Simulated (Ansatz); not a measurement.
Frontier orbitals of C2H5ClF2Si, SMILES `C[SiH2]C(F)(F)Cl`.

```xyz
11

C    -0.7081   -0.6196   -1.3370
Si    0.5742    0.3456   -0.3959
C     0.1462    0.2557    1.4819
F     0.1285   -1.0173    1.9314
F    -1.0754    0.7685    1.7424
Cl    1.3390    1.1620    2.4476
H    -0.7154   -1.6641   -1.0186
H    -1.7034   -0.2015   -1.1729
H    -0.4983   -0.5909   -2.4088
H     0.5771    1.7871   -0.7416
H     1.9356   -0.2255   -0.5284
```

Total charge 0; spin multiplicity 1. The geometry is a stationary point of PBE0-D4/def2-TZVP. It is one conformer, not always the lowest. Basis def2-TZVPP, Ansatz 0.2.0.

Orbital energies of one run (eV). Highest occupied ones, from the top: -7.47, -7.96, -8.24, -8.62, -8.73, -10.18, -10.26, -10.52, -10.60, -10.95, -12.02, -13.39, -14.36, -14.42. Empty: -1.05, -0.55, -0.10, -0.07, 0.92, 1.29.

Problem. Which functional gave them?
A. LDA (SPW92)
B. r2SCANh
C. LC-ωPBE
D. ωB97X-V

Solution. A. HOMO energies: LDA (SPW92) -7.47, LC-ωPBE -11.45, ωB97X-V -11.10, r2SCANh -8.15 eV.

LC-ωPBE has ω = 0.4 bohr⁻¹.
